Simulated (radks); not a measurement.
Task: Re57+, configuration [Ar]. Method: scalar-relativistic Kohn-Sham, LB94 model potential, spin-polarised, spherical densities, finite nucleus; Fermi nuclear charge, rms radius 5.3698 fm; computed with a radial shooting solver on a logarithmic mesh with Libxc functionals. Some entries of the table are withheld. Estimate them.

orbital,occ.,eigenvalue (hartree),<r^2> (bohr^2)
1s,2,(1),0.0004467
2s,2,-611.1348,(2)
2p,6,-553.7765,(3)
3s,2,-238.3270,(4)
3p,6,-221.3926,0.03837

Result: 
(1) 1s eigenvalue (hartree): -2797.218
(2) 2s <r^2> (bohr^2): 0.006726
(3) 2p <r^2> (bohr^2): 0.005555
(4) 3s <r^2> (bohr^2): 0.03895
